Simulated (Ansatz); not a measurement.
`C=CBC=[Se]` and `CBC=[Se]` differ in one atom or group.

Ansatz, PBE0-D4/def2-TZVP geometries, multiplicity 1. Each molecule was computed in one conformer, which needn't be the lowest.

Scalar relativity is left out up to krypton. Spin–orbit coupling is left out; it splits and shifts lone-pair levels of the heavy atoms by tenths of an eV.

| property | `C=CBC=[Se]` |
| --- | --- |
| size of the dipole moment (PBE/def2-TZVPP) / D | 1.40 |
| LUMO energy (PBE0/def2-TZVPP) / eV | -2.75 |
| LUMO energy (ωB97M-V/def2-TZVPP) / eV | -0.65 |
| size of the dipole moment (ωB97M-V/def2-TZVPP) / D | 1.65 |
| HOMO energy (ωB97M-V/def2-TZVPP) / eV | -8.56 |
| ideal-gas entropy at 298 K and 1 bar (rigid rotor, harmonic PBE0-D4/def2-TZVP) / J/(mol·K) | 349 |

Problem. Give the same properties after the change, and the shifts. (An estimate is asked.)

Solution. The calculation gave: 
```
                                                                                  property  `CBC=[Se]`  shift
                                            size of the dipole moment (PBE/def2-TZVPP) / D        1.24  -0.16
                                                        LUMO energy (PBE0/def2-TZVPP) / eV       -2.74   0.01
                                                     LUMO energy (ωB97M-V/def2-TZVPP) / eV       -0.66  -0.01
                                        size of the dipole moment (ωB97M-V/def2-TZVPP) / D        1.43  -0.22
                                                     HOMO energy (ωB97M-V/def2-TZVPP) / eV       -8.74  -0.18
ideal-gas entropy at 298 K and 1 bar (rigid rotor, harmonic PBE0-D4/def2-TZVP) / J/(mol·K)         327    -22
```

The zero-point energy changes by -16.7 kJ/mol with -3 modes. Dipoles are sizes alone; their direction can turn. Modes under 60 cm⁻¹, often nearly free rotors, make the harmonic entropy too high.
